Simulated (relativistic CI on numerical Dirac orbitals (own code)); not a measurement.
## Tl LXXIII: sensitivity of the levels to the model

Base calculation: Dirac-Coulomb-Breit CI, orbitals from a KLI potential per configuration, model QED (radiative potential, 1s self-energy scaled to tabulated hydrogen-like ionisation energies), unscaled Slater integrals.

CI space (outside the closed core 1s2): 2s2 2p5, 2s 2p6, 2s2 2p4 3s, 2p6 3s, 2p6 3p, 2s2 2p4 3p, 2p6 3d, 2s2 2p4 3d, 2s 2p5 3s, 2s 2p5 3p, 2s 2p5 3d, 2s2 2p4 4s, 2s2 2p4 4p, 2s2 2p4 4d, 2s2 2p4 4f, 2s2 2p3 3s2, 2s2 2p3 3s 3p, 2s2 2p4 5s, 2s 2p5 4s, 2s2 2p3 3s 3d, 2s2 2p4 5p, 2s2 2p3 3p2, 2s2 2p4 5d, 2s2 2p4 5f, 2s 2p5 4p, 2s2 2p4 5g, 2s 2p5 4d, 2s 2p5 4f, 2s2 2p3 3p 3d, 2s 2p4 3s2, 2s2 2p3 3d2, 2s 2p4 3s 3p, 2s 2p4 3s 3d, 2s 2p4 3p2, 2s 2p5 5s, 2s 2p4 3p 3d. Levels of other configurations are missing.

Variants: (1) configuration mixing switched off; (2) QED terms removed. Shifts of the energy above 2s2 2p5 2P°_3/2, in eV, for the lowest level and the first level of each name with at least 55 % of one term (blank where a level changes its place among those of its configuration and J or its character, or is not in the variant):

| Level | Base | Δ(1) | Δ(2) |
| --- | --- | --- | --- |
| 2s2 2p5 2P°_3/2 | 0.0 | 0.0 | 0.0 |
| 2s2 2p5 2P°_1/2 | 2119.1 | -0.4 | -1.4 |
| 2s 2p6 2S_1/2 | 2673.4 | +0.2 | +23.1 |
| 2s2 2p4 3s 4P_5/2 | 10159.5 | -0.1 | -3.4 |
| 2s2 2p4 3s 2P_3/2 | 10172.1 | -0.1 | -3.4 |
| 2s2 2p4 3s 2S_1/2 | 10234.6 | +1.8 | -3.3 |
| 2s2 2p4 3p 2P°_1/2 | 10388.8 | +1.6 | +3.6 |
| 2s2 2p4 3p 4D°_7/2 | 10916.3 | -0.6 | +3.1 |
| 2s2 2p4 3d 2D_3/2 | 11154.3 | +1.1 | +4.6 |
| 2s2 2p4 3d 4F_9/2 | 11218.1 | -1.3 | +4.2 |
| 2s2 2p4 3d 2P_1/2 | 11234.4 | -1.4 | +4.2 |
| 2s2 2p4 3s 4P_3/2 | 12290.7 | +0.1 | -4.8 |
| 2s2 2p4 3s 2P_1/2 | 12301.7 | 0.0 | -4.8 |
| 2s2 2p4 3s 2D_5/2 | 12310.8 | -0.1 | -4.8 |

At this charge energies of transitions that change n are usually good to better than 1 %, and those within a shell (Δn = 0) to a few per cent.

Ionisation energy from the two ground configurations alone: base 19431.3 eV; QED terms removed 19435.8 eV. The NIST ASD value (theoretical) is 19440 eV.

LS names give the leading component of a level, which can be under half, so a name can repeat, a term be missing and a line seem to break the LS rules.
